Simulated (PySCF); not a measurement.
Species: `C(O[SiH2]C/C=C/C)[SiH3]`. The columns A, B, C and D hold Mulliken, IAO, Hirshfeld and ESP-fitted charges (e) of one PBE0/pcSseg-1 density (PySCF), in a shuffled order. Coordinates in Å (GFN2-xTB); the density's dipole moment is (-0.17, -0.70, -0.17) D.

```csv
atom,x,y,z,A,B,C,D
C1,4.445,-0.356,0.434,-0.422,-0.118,-0.216,-0.470
C2,3.033,-0.038,0.802,-0.154,-0.050,-0.213,-0.033
C3,2.122,0.430,-0.036,-0.153,-0.054,-0.215,-0.196
C4,0.710,0.724,0.313,-0.549,-0.159,-0.452,-0.513
Si5,-0.429,-0.596,-0.435,+1.022,+0.394,+0.853,+0.730
O6,-1.905,-0.056,-0.046,-0.649,-0.224,-0.650,-0.418
C7,-3.154,-0.645,-0.346,-0.323,-0.078,-0.209,-0.113
Si8,-4.404,0.793,-0.387,+0.622,+0.316,+0.519,+0.353
H9,4.633,-0.131,-0.613,+0.142,+0.043,+0.109,+0.132
H10,4.655,-1.412,0.609,+0.148,+0.043,+0.122,+0.144
H11,5.137,0.223,1.048,+0.148,+0.044,+0.123,+0.140
H12,2.771,-0.213,1.838,+0.133,+0.040,+0.089,+0.131
H13,2.386,0.594,-1.074,+0.133,+0.039,+0.098,+0.168
H14,0.591,0.750,1.396,+0.154,+0.046,+0.141,+0.156
H15,0.430,1.705,-0.072,+0.159,+0.046,+0.155,+0.177
H16,-0.160,-1.924,0.129,-0.162,-0.090,-0.119,-0.160
H17,-0.284,-0.690,-1.895,-0.165,-0.091,-0.129,-0.155
H18,-3.093,-1.185,-1.295,+0.130,+0.038,+0.123,+0.086
H19,-3.386,-1.386,0.424,+0.141,+0.040,+0.134,+0.104
H20,-5.739,0.253,-0.657,-0.129,-0.080,-0.101,-0.107
H21,-4.369,1.464,0.910,-0.112,-0.072,-0.078,-0.078
H22,-4.001,1.715,-1.449,-0.115,-0.074,-0.084,-0.078
```

**Question.** Which column most likely holds the ESP-fitted charges?

**Answer.** D. Σ q r misses the density's dipole by 0.05 D (D), 0.40 D (B), 1.16 D (A), 1.89 D (C). Charges fitted to the outside potential are the only set here that is tied to the molecule's multipoles.

**Question.** And the Hirshfeld charges?

**Answer.** B. The mean sizes are 0.099 e (B), 0.211 e (D), 0.224 e (C), 0.267 e (A), and Hirshfeld charges are commonly the smallest of these schemes.

As computed, A = IAO, B = Hirshfeld, C = Mulliken, D = ESP-fitted. Hydrogens on carbon: IAO +0.13 to +0.16, Hirshfeld +0.04 to +0.05, Mulliken +0.09 to +0.15, ESP-fitted +0.09 to +0.18 e.

The Hirshfeld scheme weights the molecular density at each point by an atom's share of the summed free-atom densities. The Mulliken scheme gives each basis function's population to the atom it is centred on and halves the overlap population of two atoms between them.

Geometry: GFN2-xTB, one conformer, isolated molecule.

The values belong to the conformer `[CH3:1]/[CH:2]=[CH:3]/[CH2:4][SiH2:5][O:6][CH2:7][SiH3:8]`: C2–C3–C4–Si5 -107°, C3–C4–Si5–O6 -176°, C4–Si5–O6–C7 180°, Si5–O6–C7–Si8 -153°.
